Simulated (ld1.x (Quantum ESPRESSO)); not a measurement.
# Before and after: TM potential for niobium (Nb)

```json
{"Element": "niobium", "Generator": "ld1.x (Quantum ESPRESSO) 7.5", "Type": "norm-conserving Troullier–Martins (Kleinman–Bylander form)", "Functional": "PBEsol", "Relativity": "scalar-relativistic", "Frozen core": "[Kr]", "Valence charge": "5", "Reference configuration": "4d4 5s0.75 5p0 (charge +0.25)", "Partial waves": "5s (bound): rc 2.70 bohr; 5p (bound, empty): rc 1.45 bohr; 4d (bound): rc 2.50 bohr", "Local potential": "the d channel", "Core correction": "a·sin(br)/r model core inside 1.20 bohr"}
```

Change: core correction a·sin(br)/r model core inside 1.60 bohr.

Cutoffs: the cutoffs (Ry, on a coarse ladder) from which the occupation-weighted sum of valence levels, in a spherical-Bessel basis at the reference potential, stays within 10 and 1 mRy of its value at 400 Ry; they do not see the model core or the augmentation charge, which bear on the density cutoff. Errors are all-electron minus pseudo energies relative to the spin-unpolarised reference configuration.

Task: What does the change do?

Result: The potential gets neither clearly harder nor softer (30 Ry and 35 Ry → 30 Ry and 35 Ry); both files keep a bound ghost (p, s); the errors of the 6 common tests hardly move. A wider model core is smoother and lowers the density cutoff, which this test does not measure.

| quantity | base | changed |
| --- | --- | --- |
| cutoff, loose | 30 Ry | 30 Ry |
| cutoff, tight | 35 Ry | 35 Ry |
| bound ghosts | p, s | p, s |
| tests counted (converged, no solver errors) | 6 of 7 | 6 of 7 |
| error for 4d4 5s1 5p0, meV [ΔE -1.16 eV] | -0.4 | -0.4 |
| error for 4d4 5s0 5p0, meV [ΔE 5.49 eV] | -9.5 | -9.2 |
| error for 4d3 5s0 5p0, meV [ΔE 19.52 eV] | -75 | -75 |
| error for 4d3 5s1 5p0, meV [ΔE 5.88 eV] | -56 | -55 |
| error for 4d1 5s0 5p0, meV [ΔE 81.08 eV] | -1477 | -1450 |
| error for 4d2 5s0 5p0, meV [ΔE 44.21 eV] | -481 | -478 |
| s: phases at 2.94 bohr within 0.05 rad from the reference energy up to (Ry; the scan ends near 5) | 1.9 | 1.9 |
| p: phases at 2.94 bohr within 0.05 rad from the reference energy up to (Ry; the scan ends near 5) | 4.3 | 4.3 |
| d: phases at 2.94 bohr within 0.05 rad from the reference energy up to (Ry; the scan ends near 5) | 1.4 | 1.4 |

Base: The cutoffs count occupied waves only; the empty 5p level needs 70 Ry at the loose tolerance. Tests not counted: 4d3 5s1 5p1 (solver errors, printed error -2.2 eV). These tests converged, but a pseudo level misses the all-electron one widely, so the file describes the atom poorly there or has found another state: 4d2 5s0 5p0: empty 5s by 3.5 eV. The 5p radius (1.45 bohr) lies inside the outermost node of the all-electron wave (1.62 bohr), which a nodeless pseudo-wave cannot match soundly. Changed file: The cutoffs count occupied waves only; the empty 5p level needs 70 Ry at the loose tolerance. Tests not counted: 4d3 5s1 5p1 (solver errors, printed error -2.2 eV). These tests converged, but a pseudo level misses the all-electron one widely, so the file describes the atom poorly there or has found another state: 4d2 5s0 5p0: empty 5s by 3.4 eV. The 5p radius (1.45 bohr) lies inside the outermost node of the all-electron wave (1.62 bohr), which a nodeless pseudo-wave cannot match soundly. A true bound ghost makes a file unfit for plane-wave use even where its test errors are small: the radial tests pick states by their node count and pass the ghost by. Where a test does run into it, the solver fails or the error is huge.
